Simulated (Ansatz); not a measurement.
The cluster Al₂Te₄⁻. Charge -1, multiplicity 2. Geometry PBE-D4/def2-SVPD, basis def2-SVP, Ansatz.

```xyz
6

Al   -0.6705    2.0895    0.0124
Al    0.1770   -0.8702   -0.4227
Te   -0.8079    0.7963   -2.2346
Te   -1.1061    0.1669    1.9290
Te    0.8907   -3.1942   -0.5669
Te    1.5167    1.0116    1.2828
```

```json
{"run": "A", "HOMO (eV)": "-0.78", "LUMO (eV)": "-0.67"}
{"run": "B", "HOMO (eV)": "-0.58", "LUMO (eV)": "-0.25"}
{"run": "C", "HOMO (eV)": "-1.54", "LUMO (eV)": "0.21"}
{"run": "D", "HOMO (eV)": "-1.17", "LUMO (eV)": "-0.15"}
{"run": "E", "HOMO (eV)": "-0.63", "LUMO (eV)": "-0.35"}
{"run": "F", "HOMO (eV)": "-0.86", "LUMO (eV)": "-0.33"}
```

In the def2 sets Te takes a core potential; there is no spin–orbit coupling. HSE06 is defined as in plane-wave codes, on full-range PBE exchange. Another isomer (doublet) lies 1.08 eV lower at PBE0-D4/def2-SVP; other spin states weren't run for this one.

HOMO and LUMO are taken over both spins.

**Question.** The runs used HSE06, LDA (SPW92), PBE, PBE0, r2SCAN, revPBE. Estimate which is which.

**Answer.** A LDA (SPW92) (0 % exact exchange); B revPBE (0 % exact exchange); C PBE0 (25 % exact exchange); D HSE06 (range-separated); E PBE (0 % exact exchange); F r2SCAN (0 % exact exchange). Exact exchange lowers occupied and raises empty levels; among semilocal functionals meta-GGAs tend to open the gap a little, and such runs are hard to tell apart. The gap grows from 0.11 eV (LDA (SPW92)) to 1.75 eV (PBE0).
